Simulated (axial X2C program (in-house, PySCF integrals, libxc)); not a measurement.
**Working with the constants of MgBa**

A bond curve at the PBE0 level, with spin–orbit coupling, was computed with an axial X2C code built on PySCF integrals (basis Ba dyall-cv3z [14s14p9d5f1g], Mg dyall-cv3z [9s8p6d3f] (cores contracted in-house)) for the state Ω = 0 (closed shell). Its fit gives Re = 4.2257 Å, ωe = 69.4 cm⁻¹, ωexe = 0.775 cm⁻¹ and αe = 5.711e-04 cm⁻¹; the masses are 137.9052 and 23.9850 u. Two-component means X2C with spin–orbit coupling and atomic mean-field Coulomb and Gaunt terms.

Q: Find the reduced mass, Be and the force constant.

A: From the PBE0 values: μ = 20.4315 u. Be = 16.8576/(μ Re²) = 0.04621 cm⁻¹. k = 5.8918×10⁻⁷ μ ωe² = 0.058 mdyn/Å.

Q: Estimate De from a Morse curve and compare with the computed well depth of 0.156 eV to Ba + Mg.

A: De(Morse) = ωe²/(4ωexe) = 0.193 eV against 0.156 eV computed, a ratio of 1.24. The extrapolation overshoots: the well softens faster than a Morse curve, or the lowest atomic limit lies below the one to which the curve heads.

Q: The dipole moment p changes by 0.55 D/Å at Re. What harmonic infrared intensity follows?

A: I = 42.256 × (dp/dR)²/μ = 0.63 km/mol.

Q: Give B0, the J = 1←0 line in GHz and the most populated J at 300 K (kT = 208.5 cm⁻¹).

A: B0 = Be − αe/2 = 0.04592 cm⁻¹; 2B0 = 2.753 GHz; J(max) ≈ √(kT/2B0) − 1/2 = 47.1, so J = 47.

Q: Where do the fundamental and the first overtone lie?

A: ν(1←0) = ωe − 2ωexe = 67.9 cm⁻¹; ν(2←0) = 2ωe − 6ωexe = 134.2 cm⁻¹.

Occupations by symmetry block were frozen at the best pattern of an incomplete PBE0 search. De is counted from the lowest determinant-based energies of the atoms at the same level, without counterpoise correction. The levels of this run spread widely (ωe from 43 to 69 cm⁻¹), so these constants depend on the method.
